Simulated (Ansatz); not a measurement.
Harmonic frequencies (cm⁻¹) at PBE0-D4/def2-TZVP from Ansatz: 5, 94, 202, 276, 378, 558, 573, 915, 954, 1031, 1186, 1243, 1407, 1433, 1485, 1493, 3028, 3039, 3068, 3105, 3125.

Each molecule was computed in one conformer, which needn't be the lowest.

Question: Which molecule is it?
A. `CO[SiH]Cl`•
B. `[CH2][Al]([CH3])[Br]`•
C. `C[CH2][Al][Br]`•
D. `[SiH3]O[B]S`•

Answer: C.
